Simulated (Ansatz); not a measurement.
`BB(N)O` + CH₄ → `BB(C)O` + NH₃ at 700 K and 1 bar (formal exchange of groups at a B–N bond).

Gas-phase electronic energies from Ansatz, PBE0-D4/def2-TZVP geometries. CBS: MP2 limit from def2 TZ/QZ plus the TZ coupled-cluster correction, frozen cores. This one scheme is used for every species. Each species was taken in one conformer, which may not be the lowest.

| species | CCSD(T)/CBS energy (Eh) | H − E (kJ/mol) | S (J/(mol·K)) |
| --- | --- | --- | --- |
| `BB(N)O` | -182.53203 | 239.1 | 403.4 |
| CH₄ | -40.46206 | 145.9 | 224.0 |
| `BB(C)O` | -166.44417 | 267.1 | 420.0 |
| NH₃ | -56.50880 | 116.9 | 226.5 |

H − E and S are ideal-gas, rigid-rotor, harmonic terms from PBE0-D4/def2-TZVP, for one conformer and one mirror image of each species. 1 Eh = 2625.50 kJ/mol, R = 8.31446 J/(mol·K).

Q: By hand: ΔE, ΔH, ΔS and ΔG.

A: ΔE = (-166.44417) + (-56.50880) − (-182.53203) − (-40.46206) = 0.04112 Eh = 108.0 kJ/mol. Δ(H − E) = 267.1 + 116.9 − 239.1 − 145.9 = -1.0, so ΔH = 107.0 kJ/mol. ΔS = 420.0 + 226.5 − 403.4 − 224.0 = 19.1 J/(mol·K). ΔG = 107.0 − 700 × (19.1)/1000 = 93.6 kJ/mol.

Q: By hand: the equilibrium constant, and the temperature at which ΔG would vanish if ΔH and ΔS stayed fixed.

A: log₁₀ K = −ΔG/(RT ln 10) = -7.0. ΔG = 0 at ΔH/ΔS = 5602 K, far beyond where these terms or the molecules hold.

ΔH outweighs TΔS. A doubt of 5 kJ/mol in ΔE shifts log₁₀ K by 0.4 here. Other conformers and mirror images would add mixing entropy, several J/(mol·K) or more a flexible species. Modes under 60 cm⁻¹, often nearly free rotors, make the harmonic entropy too high. These are equilibria of isolated gas molecules and say nothing of rates. Largest T1 diagnostic: 0.013 (customary marks: 0.02 for closed shells, 0.045 for open ones).
